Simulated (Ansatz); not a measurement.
Reaction: AsH2 (SMILES [AsH2], doublet) → AsH2- (SMILES [AsH2-]) (an electron is taken up)
Each species at its own B3LYP-D3(BJ)/def2-TZVP minimum (Ansatz, a first-principles code).

Total energies in hartree (Ansatz). Open shells are spin-unrestricted; no spin-orbit coupling. Cores are frozen in correlated methods (noble-gas shells, and filled d and f shells in the p block). No relativity.

```csv
species,HF/aug-cc-pVTZ,CCSD(T)/aug-cc-pVTZ,HF/aug-cc-pVQZ,CCSD(T)/aug-cc-pVQZ,CCSDT(Q)/aug-cc-pVQZ
"1: AsH2 (SMILES [AsH2], doublet)",-2235.38518,-2235.54304,-2235.38836,-2235.55265,-2235.55360
2: AsH2- (SMILES [AsH2-]),-2235.39203,-2235.58782,-2235.39522,-2235.59901,-2235.60018
```

### Question
Work out the adiabatic electron affinity (electronic), positive where energy is released in eV: take Hartree-Fock from aug-cc-pVQZ, extrapolate the CCSD(T) correlation energy as X^-3 (X = 3, 4), and add CCSDT(Q) - CCSD(T) in aug-cc-pVQZ. 1 hartree = 27.211 eV.

### Answer

Species 1: correlation (64·(-0.16429) - 27·(-0.15786))/37 = -0.16898; step -0.00095; E1 = -2235.38836 + (-0.16898) + (-0.00095) = -2235.55829
Species 2: correlation (64·(-0.20379) - 27·(-0.19579))/37 = -0.20963; step -0.00117; E2 = -2235.39522 + (-0.20963) + (-0.00117) = -2235.60602
+1·E1 -1·E2 = 0.04773 hartree = 1.30 eV.
